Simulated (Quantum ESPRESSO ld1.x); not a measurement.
Input (ld1.x (Quantum ESPRESSO 7.5)):

```
 &input
    zed=9.0,
    iswitch=1,
    rel=2,
    dft='PZ',
    config='[He] 2s1.5 2p3 3p0.5 3s0 3d0',
    rel_dist='energy',
    verbosity='high',
    lsmall=.true.,
    prefix='ld1',
    max_out_wfc=37,
    file_charge='ld1.rho',
 /
```

Command: `OMP_NUM_THREADS=1 ld1.x < ld1.in > ld1.out`

Output (excerpt):

```
     Program LD1 v.7.5 starts

     --------------------------- All-electron run ----------------------------

     dirac relativistic calculation

     atomic number is  9.00
     dft =PZ   lsd =0 sic =0 latt =0  beta=0.20 tr2=1.0E-14
     Exchange-correlation= PZ
                           (   1   1   0   0   0   0   0)
     mesh =1851 r(mesh) =  99.76081 a.u. xmin = -8.00 dx = 0.00800
     1 Ry =  13.60569312 eV, c = 137.03599908

     n l j   nl                  e(Ry)          e(Ha)          e(eV)
     Spin orbit split results
     1 0 0.5 1S 1( 2.00)     -52.530125226     -26.265062613   -714.7087635
     2 0 0.5 2S 1( 1.50)      -5.419886480      -2.709943240    -73.7413122
     2 1 0.5 2P 1( 2.00)      -4.075957562      -2.037978781    -55.4562278
     2 1 1.5 2P 1( 1.00)      -4.069158191      -2.034579096    -55.3637176
     3 1 0.5 3P 1( 0.50)      -1.049559037      -0.524779519    -14.2799782
     3 1 1.5 3P 1( 0.00)      -1.048739278      -0.524369639    -14.2688248
     3 0 0.5 3S 1( 0.00)      -1.322628710      -0.661314355    -17.9952803
     3 2 1.5 3D 1( 0.00)      -0.725275652      -0.362637826     -9.8678779
     3 2 2.5 3D 1( 0.00)      -0.725228208      -0.362614104     -9.8672324
     Averaged results
     1 0     1S 1( 2.00)     -52.530125226     -26.265062613   -714.7087635
     2 0     2S 1( 1.50)      -5.419886480      -2.709943240    -73.7413122
     2 1     2P 1( 3.00)      -4.071424648      -2.035712324    -55.3945543
     3 1     3P 1( 0.50)      -1.049012531      -0.524506265    -14.2725426
     3 0     3S 1( 0.00)      -1.322628710      -0.661314355    -17.9952803
     3 2     3D 1( 0.00)      -0.725247185      -0.362623593     -9.8674906

     final scf error:  6.1E-15 reached in  19 iterations

     Etot =    -192.000170 Ry,     -96.000085 Ha,   -2612.295388 eV

     Ekin =     191.707781 Ry,      95.853891 Ha,    2608.317239 eV
     Encl =    -438.598713 Ry,    -219.299357 Ha,   -5967.439499 eV
     Eh   =      71.315141 Ry,      35.657570 Ha,     970.291921 eV
     Exc  =     -16.424378 Ry,      -8.212189 Ha,    -223.465049 eV

     normalization and overlap integrals

     s(1S/1S) =  1.000000  <r> =   0.1770  <r2> =    0.0423  r(max) =   0.1147
     LC norm =  0.99901894 + SC norm =  0.00098106 =  1.00000000
     s(2S/2S) =  1.000000  <r> =   0.9056  <r2> =    0.9763  r(max) =   0.7282
     LC norm =  0.99986377 + SC norm =  0.00013623 =  1.00000000
     s(2P/2P) =  1.000000  <r> =   0.8674  <r2> =    0.9415  r(max) =   0.6356
     LC norm =  0.99987684 + SC norm =  0.00012316 =  1.00000000
     s(2P/2P) =  1.000000  <r> =   0.8686  <r2> =    0.9440  r(max) =   0.6407
     LC norm =  0.99987708 + SC norm =  0.00012292 =  1.00000000
     s(3P/3P) =  1.000000  <r> =   3.1190  <r2> =   11.1886  r(max) =   2.7698
     LC norm =  0.99997716 + SC norm =  0.00002284 =  1.00000000
     s(3P/3P) =  1.000000  <r> =   3.1214  <r2> =   11.2053  r(max) =   2.7698
     LC norm =  0.99997719 + SC norm =  0.00002281 =  1.00000000
     s(3S/3S) =  1.000000  <r> =   2.8302  <r2> =    9.1303  r(max) =   2.5163
     LC norm =  0.99997289 + SC norm =  0.00002711 =  1.00000000
     s(3D/3D) =  1.000000  <r> =   3.4888  <r2> =   14.1524  r(max) =   2.9766
     LC norm =  0.99998570 + SC norm =  0.00001430 =  1.00000000
     s(3D/3D) =  1.000000  <r> =   3.4892  <r2> =   14.1548  r(max) =   2.9766
     LC norm =  0.99998570 + SC norm =  0.00001430 =  1.00000000

     LC charge =  6.99745288 + SC charge =  0.00254712 =  7.00000000

     ------------------------ End of All-electron run ------------------------
```

Run on one thread of a shared host, so times are rough (Intel(R) Xeon(R) Processor @ 2.60GHz): 0.64 s of CPU time, 0.75 s wall, 19 iterations on 1851 mesh points.
